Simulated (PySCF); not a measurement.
C₄H₁₂N, charge +1, singlet, at a GFN2-xTB geometry. Base run: PySCF with M062X/6-31G.

PySCF was given this input:
```python
from pyscf import gto, scf, dft

mol = gto.M(
    atom='''
C    -0.25342698   -0.62284191   -1.31180330
N     0.00000000    0.00000000    0.00000000
C     0.06935110    1.46414215   -0.15640771
C    -1.09357093   -0.34391601    0.92671979
C     1.27764681   -0.49738422    0.54149121
H    -1.19490808   -0.26461226   -1.72465318
H    -0.30728344   -1.70556675   -1.21197051
H     0.54700929   -0.37735136   -2.00764548
H     0.25631726    1.93850254    0.80545821
H    -0.86842299    1.84634022   -0.55598820
H     0.87349438    1.73360112   -0.83898050
H    -2.04470084    0.01751703    0.53957871
H    -1.15707621   -1.42343746    1.05226138
H    -0.91996060    0.10967935    1.90102512
H     1.24137430   -1.57866821    0.66260856
H     2.09566703   -0.25045282   -0.13306641
H     1.47848991   -0.04555140    1.51137230
''',
    basis='6-31g',
    charge=1,
    verbose=4,
)

mf = dft.RKS(mol)
mf.xc = 'm062x'
mf.kernel()
mf.analyze()
```

The base run was repeated with changes; each row names its change, and settings that it needs were set with it.

| change | ΔE vs base (µEh) | SCF cycles |
|---|---|---|
| base | 0.0 | 8 |
| diis = off; damp = 0.3 (with mf.diis_start_cycle = 200; with mf.max_cycle = 150) | 0.0 | 17 |
| level_shift = 0.1 (with mf.max_cycle = 100) | 0.0 | 8 |
| diis = off; damp = 0.6 (with mf.diis_start_cycle = 200; with mf.max_cycle = 150) | 0.0 | 22 |
| level_shift = 0.5 (with mf.max_cycle = 100) | 0.0 | 12 |
| diis_space = 2 | 0.0 | 9 |
| solver = newton; init_guess = 1e | 0.0 | - |
| diis_space = 12 | 0.0 | 8 |
| init_guess = vsap | 0.0 | 8 |
| init_guess = atom | 0.0 | 8 |
| conv_tol_grad = 1e-3 | 0.0 | 8 |
| init_guess = mod_huckel | 0.0 | 8 |
| conv_tol = 1e-4 | 0.2 | 5 |
